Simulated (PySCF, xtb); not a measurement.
Mo(O)2(Cl)(SH) (ClHMoO2S), SMILES [O]=[Mo](=[O])([SH])[Cl], multiplicity 1. The values are those of a single conformer.

Harmonic wavenumbers (cm⁻¹) from GFN2-xTB run with xtb at its own minimum, in rising order: 109, 150, 157, 192, 225, 287, 332, 359, 578, 907, 996, 2344.

What does PBE-D3(BJ)/def2-SVP run with PySCF 2.14.0 give at its own minimum? (An estimate is asked for; the answer gives what the named calculation found.)

116, 161, 176, 219, 289, 312, 405, 426, 599, 992, 1008, 2595. Paired by order, the mean absolute difference is 55 cm⁻¹ and the zero-point energies are 9.5 and 10.4 kcal/mol.
